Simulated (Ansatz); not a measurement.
Geometry optimisation of Ag4.

```yaml
crystal:
  periodic: [false, false, false]
  atoms:
    - {symbol: Ag, position_ang: [-1.843931, -0.310876, 1.528522]}
    - {symbol: Ag, position_ang: [0.552597, 0.844035, 0.838533]}
    - {symbol: Ag, position_ang: [1.843269, 0.311857, -1.529112]}
    - {symbol: Ag, position_ang: [-0.551945, -0.845016, -0.837944]}
basis:
  gaussian: {orbitals: def2-SVP}
magnetization: {spin_polarized: true, initial_magnetization: 2}
hamiltonian: {xc: pbe, dispersion: d4}
scf: {lower_state_search: "off"}
output: {orbitals: {seedname: orbitals}}
relax: {f_tol: 0.02, max_steps: 100}
```

```sh
$ ansatz run in.yaml --threads 4 --pin off --events-out ev --progress --plain --max-ram 3916MiB
```

It prints (some lines left out):

```
Functional definition: PBE
mean field -15998.09366561 eV, -587.9190983139 hartree, gradient 1.1e-6 eV, S^2 2.003531; 0 other end points of the search recorded, 0 dependent functions left out
relax step   1: F+E_penalty+E_count = -15998.31249184 eV  Δ(F+E_penalty+E_count) = +0.000e0 eV  max|allowed force component| = 5.899e-1 eV/Å  Δτ_max = 0.0000 Å  (18 SCF iters, accepted)
mean field -15998.24223928 eV, -587.9245582956 hartree, gradient 2.0e-6 eV, S^2 2.003309; 0 other end points of the search recorded, 0 dependent functions left out
relax step   2: F+E_penalty+E_count = -15998.46355167 eV  Δ(F+E_penalty+E_count) = -1.511e-1 eV  max|allowed force component| = 1.095e-1 eV/Å  Δτ_max = 0.1292 Å  (20 SCF iters, accepted)
mean field -15998.25941930 eV, -587.9251896497 hartree, gradient 1.1e-6 eV, S^2 2.003232; 0 other end points of the search recorded, 0 dependent functions left out
relax step   3: F+E_penalty+E_count = -15998.48255543 eV  Δ(F+E_penalty+E_count) = -1.900e-2 eV  max|allowed force component| = 5.618e-2 eV/Å  Δτ_max = 0.0607 Å  (19 SCF iters, accepted)
mean field -15998.26340488 eV, -587.9253361171 hartree, gradient 1.6e-6 eV, S^2 2.003162; 0 other end points of the search recorded, 0 dependent functions left out
relax step   4: F+E_penalty+E_count = -15998.48724035 eV  Δ(F+E_penalty+E_count) = -4.685e-3 eV  max|allowed force component| = 2.258e-2 eV/Å  Δτ_max = 0.0412 Å  (18 SCF iters, accepted)
mean field -15998.26384340 eV, -587.9253522321 hartree, gradient 2.7e-6 eV, S^2 2.003122; 0 other end points of the search recorded, 0 dependent functions left out
relax step   5: F+E_penalty+E_count = -15998.48791625 eV  Δ(F+E_penalty+E_count) = -6.759e-4 eV  max|allowed force component| = 2.852e-3 eV/Å  Δτ_max = 0.0234 Å  (18 SCF iters, accepted)
Total energy: -15998.48796333 eV, -587.9335884876 hartree
Atom 0 at    -1.683294    -0.284238     1.395718 Å, force    -0.002421    -0.000416     0.002014 eV/Å
Atom 1 at     0.654858     1.001089     0.993660 Å, force     0.001856     0.002852     0.002821 eV/Å
Atom 2 at     1.683180     0.284407    -1.395815 Å, force     0.002428     0.000402    -0.002008 eV/Å
Atom 3 at    -0.654754    -1.001257    -0.993563 Å, force    -0.001863    -0.002837    -0.002827 eV/Å
Dipole moment:    -0.000012     0.000018    -0.000010 e Å
Checks for a lower state left out: stability, starts, cluster_reference, orbital_swaps, neighbouring_geometries, increment
```

It took 6 s on 4 threads of INTEL XEON PLATINUM 8581C on a shared host.

In the def2 sets Ag takes a core potential; there is no spin–orbit coupling. The relaxation made no stability test and no search for a lower SCF solution. At PBE-D4/def2-SVP a singlet of charge 0 lies 0.67 eV below the triplet, each at its own geometry. The structure comes from a short search, and lower isomers may exist.
